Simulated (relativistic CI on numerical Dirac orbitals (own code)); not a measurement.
## Radial parameters of Yb45+

Method of calculation: Dirac-Coulomb-Breit CI, orbitals from a KLI potential per configuration, model QED, unscaled Slater integrals (own radial code, finite nucleus).

Slater integrals F^k, G^k are unscaled and averaged over j, outside the closed core [Ne]; ζ comes from projecting the Hamiltonian with its Breit term on Σ l·s of the shell.

- 3s²3p⁶3d⁷: F^2(3d,3d) = 550600, F^4(3d,3d) = 355270, ζ(3d) = 170090 cm⁻¹; <r>(3d) = 0.1851, <r^2>(3d) = 0.03978 (bohr units).
- 3s²3p⁵3d⁸: ζ(3p) = 1.2952e+06, F^2(3d,3d) = 549730, F^4(3d,3d) = 354680, F^2(3p,3d) = 479250, G^1(3p,3d) = 514420, G^3(3p,3d) = 342060, ζ(3d) = 168640 cm⁻¹; <r>(3p) = 0.2063, <r^2>(3p) = 0.04928, <r>(3d) = 0.1854, <r^2>(3d) = 0.0399 (bohr units).
- 3s²3p⁴3d⁹: F^2(3p,3p) = 475860, ζ(3p) = 1.2944e+06, F^2(3p,3d) = 478830, G^1(3p,3d) = 514410, G^3(3p,3d) = 341930, ζ(3d) = 167200 cm⁻¹; <r>(3p) = 0.2064, <r^2>(3p) = 0.04937, <r>(3d) = 0.1856, <r^2>(3d) = 0.04001 (bohr units).

Q: Give the Racah parameters of the d shell in 3s²3p⁶3d⁷.

A: B = F²/49 − 5F⁴/441 = 7209 cm⁻¹ and C = 35F⁴/441 = 28196 cm⁻¹.

Averages of the first 10 configurations, taken without configuration mixing, which lowers the lowest level and can move excited configurations by several eV; other configurations of the list can lie among them:

```tsv
Configuration	Parity	States	Average energy above the lowest level (eV)
3s²3p⁶3d⁷	even	120	75.0
3s²3p⁵3d⁸	odd	270	518.5
3s²3p⁴3d⁹	even	150	969.8
3s3p⁶3d⁸	even	90	893.7
3p⁶3d⁹	even	10	1722.7
3s3p⁵3d⁹	odd	120	1335.7
3s²3p⁶3d⁶4s	even	420	1582.7
3s²3p⁶3d⁶4p	odd	1260	1723.9
3s²3p⁴3d⁸4s	even	1350	2459.6
3s²3p⁶3d⁶4d	even	2100	1891.0
```
